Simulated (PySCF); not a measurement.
Mo(O)(NMe)(OH)(SH) (CH5MoNO2S), SMILES C[N]=[Mo](=[O])([OH])[SH], multiplicity 1.

The structure is a stationary point at B3LYP-D3(BJ)/def2-SVP. The multiplicity is an assumed one; other spin states were not compared. The def2 effective core potentials stand for the cores of Mo; spin–orbit coupling is left out. Other conformers were not sampled.

Two levels are set side by side: TDA-PBE/def2-SVPD (PySCF) and TDA-ωB97X/def2-SVPD (PySCF). Vertical, same geometry. The lowest singlet is HOMO→LUMO+1 84 % with PBE and HOMO−1→LUMO+1 86 % with the other functional; states are paired by order. Differences are taken from unrounded values.

```csv
quantity,TDA-ωB97X,TDA-PBE,TDA-PBE minus TDA-ωB97X
lowest singlet excitation (eV),4.17,3.81,-0.36
lowest triplet excitation (TDA) (eV),3.60,3.40,-0.20
```

A lower first singlet is the usual sign of a functional without exact exchange. Differences between two approximate levels are no errors against the true value.

Rough cost on one machine, each run with all the roots and properties that it gave: TDA-ωB97X against TDA-PBE about 5 times.
